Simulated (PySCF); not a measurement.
## From computed data to an observable: chemical shift, span and skew from a shielding tensor

1-bromo-2,2-dichloro-1-fluoroethene (C₂BrCl₂F), SMILES FC(Br)=C(Cl)Cl. Atoms are numbered in the order given.

```xyz
6

F      1.9580    -0.0705     0.0000
C      0.6444    -0.1221     0.0000
Br    -0.0532    -1.8450     0.0000
C     -0.0933     1.0011     0.0000
Cl     0.6805     2.5318     0.0000
Cl    -1.8021     0.9939     0.0000
```

Geometry: PBE0-D3(BJ)/def2-SVP.

GIAO shieldings from PBE/pcSseg-1 (PySCF), non-relativistic, no solvent. The symmetric part of the tensor of F1 has the principal values 169.1, 224.7, 277.6 ppm. The same nucleus in CFCl3 has σ = 133.6 ppm at this level (PySCF, at its B3LYP-D3(BJ)/def2-TZVP geometry). Without spin–orbit terms, shifts of atoms bonded to Cl or Br come out too high.

Task: Work out the isotropic shielding, the ¹⁹F shift against CFCl3, the span and the skew.

Result: 
σ(iso) = (σ11 + σ22 + σ33)/3 = 223.8 ppm. δ = σ(ref) − σ(iso) = 133.6 − (223.8) = -90.2 ppm.
Span Ω = σ33 − σ11 = 108.5 ppm. Skew κ = 3(σ(iso) − σ22)/Ω = -0.02. Tumbling in solution averages the tensor to δ; in a static solid the shielding alone would spread this spin-1/2 line over Ω.
